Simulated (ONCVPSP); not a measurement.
**What the settings do to the ONCV potential of Hg (Z = 80)**

Base potential:

Hg, optimised norm-conserving Vanderbilt (ONCV), made with ONCVPSP 4.0.1 (PBE, fully relativistic). Core [Kr] 4d10, reference 4f14 5s2 5p6 5d10 6s1.75 6p0.25. Waves: 5s+6s: rc 1.25 bohr, ncon 3, nbas 7, qcut 9.8 1/bohr, 2 projectors; 5p+6p: rc 2.05 bohr, ncon 4, nbas 7, qcut 8.6 1/bohr, 2 projectors; 5d: rc 1.55 bohr, ncon 4, nbas 8, qcut 5.4 1/bohr, 1 projector; 4f: rc 0.60 bohr, ncon 4, nbas 9, qcut 31.5 1/bohr, local. Local part: the f channel. Core correction: Teter function, fcfact 3.25, rcfact 1.6.

Open shells are filled in proportion to 2j + 1.

Cutoffs, loose and tight: the cutoffs (Ha) at which the residual kinetic energy of the hardest occupied pseudo-wave falls to 1 and 0.1 mHa per electron. They do not see the model core or the augmentation charge, which bear on the density cutoff. Test errors are all-electron minus pseudo excitation energies from the reference, over the configurations 4f14 5s2 5p6 5d10 6s2 6p0; 4f14 5s2 5p6 5d10 6s1 6p0; 4f14 5s2 5p6 5d10 6s0 6p0; 4f14 5s2 5p6 5d9 6s2 6p1. A dash means not determined; rows that change the core or the reference have their own tests. The largest error is taken over the tests solved by every variant that gives reliable tests at all: 4f14 5s2 5p6 5d10 6s1 6p0; 4f14 5s2 5p6 5d10 6s2 6p0; 4f14 5s2 5p6 5d9 6s2 6p1.

A true bound ghost makes a file unfit for plane-wave use even where its test errors are small: the radial tests pick states by their node count and pass the ghost by.

```csv
change,outcome,"cutoff, loose","cutoff, tight",bound ghosts,GHOST(+) flags above zero,largest test error (meV)
base,"generated, misses its reference levels by 2.42 eV",398 Ha,435 Ha,"s, p3/2, d5/2, p1/2, d3/2",p3/2,+0.7
p: rc 1.4,"generated, misses its reference levels by 2.42 eV",398 Ha,435 Ha,"s, p3/2, d5/2, p1/2, d3/2",none,+0.4
p: rc 1.56,"generated, misses its reference levels by 2.42 eV",398 Ha,435 Ha,"s, p3/2, d5/2, p1/2, d3/2",p3/2,+0.4
p: rc 1.8,"generated, misses its reference levels by 2.42 eV",398 Ha,435 Ha,"s, p3/2, d5/2, p1/2, d3/2",p3/2,+0.6
p: rc 1.92,"generated, misses its reference levels by 2.42 eV",398 Ha,435 Ha,"s, p3/2, d5/2, p1/2, d3/2",p3/2,+0.6
p: rc 2.06,"generated, misses its reference levels by 2.42 eV",398 Ha,435 Ha,"s, p3/2, d5/2, p1/2, d3/2",p3/2,+0.7
p: rc 2.26,"generated, misses its reference levels by 2.42 eV",398 Ha,435 Ha,"s, p3/2, d5/2, p1/2, d3/2",p3/2,+0.8
p: rc 2.52,"generated, misses its reference levels by 2.42 eV",398 Ha,435 Ha,"s, p3/2, d5/2, p1/2, d3/2",none,+1.2
p: rc 2.68,"generated, misses its reference levels by 2.42 eV",398 Ha,435 Ha,"s, p3/2, d5/2, p1/2, d3/2","p3/2, p1/2",+2.3
p: rc 2.78,"generated, misses its reference levels by 2.42 eV",398 Ha,435 Ha,"s, p3/2, d5/2, p1/2, d3/2",p1/2,+3.5
p: rc 2.94,"generated, misses its reference levels by 2.42 eV",398 Ha,435 Ha,"s, p3/2, d5/2, p1/2, d3/2","p3/2, p1/2",+5.4
```

Reading the sweep of the p radius (base included, trends over the rows without a ghost): Bound ghosts are found at 1.4, 1.56, 1.8, 1.92, 2.05, 2.06, 2.26, 2.52, 2.68, 2.78, 2.94 bohr. Every judged row has one, so this setting neither creates nor removes them.
